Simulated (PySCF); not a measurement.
Compound: C5H5F3.
Atom-mapped SMILES: `[F:1][C:2]([F:3])([F:4])[C@:5]12[CH2:6][C@H:7]1[CH2:8]2` (hydrogens: H9, H10 on C6; H11 on C7; H12, H13 on C8)

Computed geometry: GFN2-xTB, gas phase.

(1) List the bond lengths, angles and torsions at this level.

Results:

(1) 
| bond | length (Å) |
| --- | --- |
| F1–C2, C2–F3, C2–F4 | 1.346 |
| C2–C5 | 1.475 |
| C5–C6, C5–C8 | 1.501 |
| C6–C7, C7–C8 | 1.494 |
| C5–C7 | 1.493 |
| C6–H9, C8–H12 | 1.083 |
| C6–H10, C8–H13 | 1.082 |
| C7–H11 | 1.068 |

Bonds in one row agree within 0.01 Å and their mean is given. A selection of angles:
| angle | degrees |
| --- | --- |
| F1–C2–F3 | 105.9 |
| F1–C2–F4 | 106.6 |
| F1–C2–C5 | 112.5 |
| F3–C2–C5 | 112.9 |
| C2–C5–C6 | 131.3 |
| C2–C5–C7 | 132.2 |
| C6–C5–C7 | 59.9 |
| C6–C5–C8 | 96.7 |
| C5–C6–C7 | 59.8 |
| C6–C7–C8 | 97.3 |
| C5–C7–C6 | 60.3 |

Torsions: F1–C2–C5–C6 23° (synperiplanar); C2–C5–C6–C7 -122° (anticlinal); C5–C6–C7–C8 -50° (synclinal); C6–C7–C8–C5 50° (synclinal); C2–C5–C7–C6 120° (anticlinal); C2–C5–C8–C7 122° (anticlinal).

Of the pairs four or more bonds apart, H9···H12 is among the closest relative to their van der Waals radii: 2.36 Å, 98 % of the sum of Bondi's values. All 3 C–F bonds measure 1.345 to 1.348 Å. The 3-membered ring C5–C6–C7 has internal angles of 59.8° to 60.3°. The C–C distances run from 1.475 Å (C2–C5, drawn single) to 1.501 Å (C5–C8, drawn single), a spread of 0.026 Å. The 3-membered ring C5–C7–C8 has internal angles of 59.8° to 60.4°.

Point group: Cs (tolerance 0.08 Å). Stationary, but not proved a minimum.
